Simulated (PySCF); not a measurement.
`[SiH3][C@@H](B(F)F)C`. The calculation used PBE0-D3(BJ)/def2-SVP geometry optimisation, gas phase (PySCF).

```
atom  x, y, z in Å
C1    -0.9774   -1.1249   -0.5534
C2    -0.5228    0.1750    0.1167
Si3    1.1496   -0.0442    0.9963
B4    -0.3899    1.3830   -0.8480
F5    -0.3879    2.6316   -0.4092
F6    -0.2388    1.2256   -2.1535
H7    -0.2814   -1.4272   -1.3509
H8    -1.9696   -1.0137   -1.0181
H9    -1.0414   -1.9572    0.1643
H10   -1.2059    0.4759    0.9322
H11    1.0515   -1.1833    1.9591
H12    2.2145   -0.3541   -0.0069
H13    1.5236    1.1998    1.7324
```

**Question.** What is the longest distance between nuclei?

**Answer.** H8···H13, 4.97 Å; the next longest distance is 4.94 Å.

**Question.** Work out the bond lengths C1–H7, C2–Si3, C2–B4, C2–H10, Si3–H11, Si3–H13, B4–F5 in Å.

**Answer.** For C1–H7 the difference vector is (0.6960, -0.3023, -0.7975) Å, of length 1.1008 Å. C1–H7 1.101; C2–Si3 1.902; C2–B4 1.552; C2–H10 1.106; Si3–H11 1.495; Si3–H13 1.493; B4–F5 1.323 Å.

**Question.** Give the dihedral angles H7–C1–C2–H10, H9–C1–C2–H10, C1–C2–B4–F6, C1–C2–Si3–H11, H8–C1–C2–B4, Si3–C2–B4–F5.

**Answer.** H7–C1–C2–H10 -179° (antiperiplanar); H9–C1–C2–H10 -59° (synclinal); C1–C2–B4–F6 -21° (synperiplanar); C1–C2–Si3–H11 -55° (synclinal); H8–C1–C2–B4 -61° (synclinal); Si3–C2–B4–F5 -75° (synclinal). Dihedral signs follow IUPAC: positive where, seen along the central bond, the front bond turns clockwise onto the rear one.

**Question.** What are the angles C2–C1–H8, C2–C1–H9, C1–C2–H10, H12–Si3–H13, H11–Si3–H13, C2–B4–F5, C2–B4–F6?

**Answer.** From the scalar product of the two bond vectors; for C2–C1–H8 it is -0.6179 Å² over 1.5315 × 1.1013 Å², cos θ = -0.3664. C2–C1–H8 111.5°; C2–C1–H9 111.9°; C1–C2–H10 111.7°; H12–Si3–H13 109.0°; H11–Si3–H13 109.5°; C2–B4–F5 121.9°; C2–B4–F6 122.0°.

**Question.** How far are the heavy atoms from their best plane (unweighted least squares)?

**Answer.** 0.484 Å rms; C1 0.29, C2 0.46, Si3 0.55, B4 0.06, F5 0.49, F6 0.75 Å (magnitudes).

No PBE0-D3(BJ)/def2-SVP frequencies stand behind this structure, so it isn't proved a minimum. One conformer, not necessarily the lowest.
